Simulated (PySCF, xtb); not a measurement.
[(E)-2-silylethenyl]silane (C₂H₈Si₂), SMILES [SiH3]/C=C/[SiH3].

GFN2-xTB in xtb at its own geometry gives an orbital gap of 3.58 eV and a dipole moment of 0.00 D.

Coordinates come from a PBE0-D3(BJ)/def2-SVP optimisation.

Q: What does PBE/def2-TZVP in PySCF give? (An estimate is asked for; the answer gives what the named calculation found.)

A: gap 4.94 eV (levels -6.94 and -2.00 eV), dipole 0.00 D.
